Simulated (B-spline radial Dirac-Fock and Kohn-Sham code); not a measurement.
Satellites and hypersatellites of the K lines of Nd⁴⁺

System: the Nd⁴⁺ ion, configuration [Xe] 4f2, inside a Watson sphere of charge -4 and radius 2.7 Å (a model of the Madelung potential; inside it an electron's potential energy is raised by 21.3 eV).

Input file task.json (cfg lists n, l and occupation; rrms is the nuclear radius in fm):

```json
{"items": [{
  "Z": 60,
  "q": 4,
  "cfg": [[1, 0, 2], [2, 0, 2], [2, 1, 6], [3, 0, 2], [3, 1, 6], [3, 2, 10], [4, 0, 2], [4, 1, 6], [4, 2, 10], [4, 3, 2], [5, 0, 2], [5, 1, 6]],
  "A": 142,
  "rrms": 4.9123,
  "watson": [-4, 2.7],
  "do": ["binding", "quiet", "double"]
}]}
```

Command: `python xray_run.py task.json out`

The computed values come from a radial finite-basis atomic code: relaxed Dirac-Fock hole states (ΔSCF) with Breit and QED corrections and a finite nucleus. Each two-hole energy is an average over J within one jj subconfiguration, not an observable level; in light atoms, where LS coupling holds, the j-resolved values are not observed lines, and for a K spectator the Kα1 hypersatellite is nearly forbidden. No correlation.

Lines without a spectator: Kα2 (K-L2) 36843.3 eV, Kα1 (K-L3) 37357.0 eV, Kβ3 (K-M2) 42158.5 eV, Kβ1 (K-M3) 42262.9 eV. Shifts in eV with one spectator hole (a dash: not computed, or left out as unreliable):

| spectator hole | Kα2 | Kα1 | Kβ3 | Kβ1 |
| --- | --- | --- | --- | --- |
| K (1s) | +728.9 | +763.5 | +936.2 | +944.0 |
| L2 (2p1/2) | +85.4 | +110.4 | – | +224.7 |
| L3 (2p3/2) | +75.8 | +78.5 | +187.5 | – |
| M2 (3p1/2) | – | +14.73 | +31.6 | +37.8 |
| M3 (3p3/2) | +9.61 | – | +30.1 | +29.82 |
| M4 (3d3/2) | +2.44 | -0.80 | – | – |
| M5 (3d5/2) | -1.71 | +1.01 | – | – |

With n spectator holes in 2p, averaged over the 2p shell (energies in eV):

```tsv
n	KαLⁿ	step	hypersatellite KαʰLⁿ
0	37185.7	–	37937.7
1	37272.5	+86.8	38026.1
2	37360.6	+88.1	38115.9
3	37450.2	+89.6	38207.1
4	37541.1	+91.0	38299.8
5	37633.5	+92.4	38393.9
```
